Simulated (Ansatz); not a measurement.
Start from `[SiH3][SiH2][GeH3]` and change one atom or group to get `S[SiH2][GeH3]`.

Ansatz, PBE0-D4/def2-TZVP geometries, multiplicity 1. Each molecule was computed in one conformer, which needn't be the lowest.

Scalar relativity is left out up to krypton.

| property | `[SiH3][SiH2][GeH3]` |
| --- | --- |
| size of the dipole moment (PBE/def2-TZVPP) / D | 0.11 |
| HOMO–LUMO gap (PBE0/def2-TZVPP) / eV | 7.78 |
| LUMO energy (PBE0/def2-TZVPP) / eV | -0.20 |
| size of the dipole moment (ωB97M-V/def2-TZVPP) / D | 0.17 |
| size of the dipole moment (B3LYP/def2-TZVPP) / D | 0.18 |
| HOMO–LUMO gap (B3LYP/def2-TZVPP) / eV | 7.40 |

What does the change do to each property? (Best estimate.)

Computed: 
| property | `S[SiH2][GeH3]` | shift |
| --- | --- | --- |
| size of the dipole moment (PBE/def2-TZVPP) / D | 0.85 | 0.74 |
| HOMO–LUMO gap (PBE0/def2-TZVPP) / eV | 7.06 | -0.72 |
| LUMO energy (PBE0/def2-TZVPP) / eV | -0.26 | -0.06 |
| size of the dipole moment (ωB97M-V/def2-TZVPP) / D | 0.90 | 0.73 |
| size of the dipole moment (B3LYP/def2-TZVPP) / D | 0.88 | 0.70 |
| HOMO–LUMO gap (B3LYP/def2-TZVPP) / eV | 6.65 | -0.75 |

With PBE0 the HOMO rises by 0.66 eV and the LUMO falls by 0.06 eV, so the gap narrows by about 0.72 eV. PBE moves the HOMO by 0.77 eV and ωB97M-V by 0.54 eV. The zero-point energy changes by -39.2 kJ/mol with -6 modes. Dipoles are sizes alone; their direction can turn.

B3LYP here is the variant with VWN-RPA as its local correlation; programs differ in this.
